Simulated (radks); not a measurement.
Results of a calculation; reference values are marked as such.
The nuclear charge of the promethium ion Pm2+ is varied continuously with 59 electrons held in [Xe] 4f5. Code: a radial shooting solver on a logarithmic mesh with Libxc functionals. Model: scalar-relativistic Kohn-Sham, r2SCAN, spin-unpolarised, spherical densities, finite nucleus; meta-GGA in the generalised Kohn-Sham scheme; Fermi nuclear charge, rms radius 4.962 fm. By the Hellmann-Feynman theorem dE/dZ = E(electron-nucleus)/Z, the electronic potential at the nucleus (averaged over a nucleus of fixed radius). The scalar-relativistic energy here is not variational (the density holds large components alone), so the two differ by a part that grows with Z.

[
 {"Z": "60.5", "E (hartree)": "-9821.1346", "E(electron-nucleus)/Z (hartree)": "-394.256", "HOMO": "4f", "e(HOMO) (eV)": "-7.571", "<r> HOMO (bohr)": "1.143"},
 {"Z": "61", "E (hartree)": "-10020.4499", "E(electron-nucleus)/Z (hartree)": "-398.939", "HOMO": "4f", "e(HOMO) (eV)": "-14.631", "<r> HOMO (bohr)": "1.032"},
 {"Z": "61.5", "E (hartree)": "-10222.1344", "E(electron-nucleus)/Z (hartree)": "-403.612", "HOMO": "4f", "e(HOMO) (eV)": "-22.853", "<r> HOMO (bohr)": "0.9590"},
 {"Z": "62", "E (hartree)": "-10426.1866", "E(electron-nucleus)/Z (hartree)": "-408.284", "HOMO": "4f", "e(HOMO) (eV)": "-31.963", "<r> HOMO (bohr)": "0.9041"}
]

The central difference of E at Z = 61 is -401.000 hartree, to compare with the third column; the second derivative is -9.48 hartree.
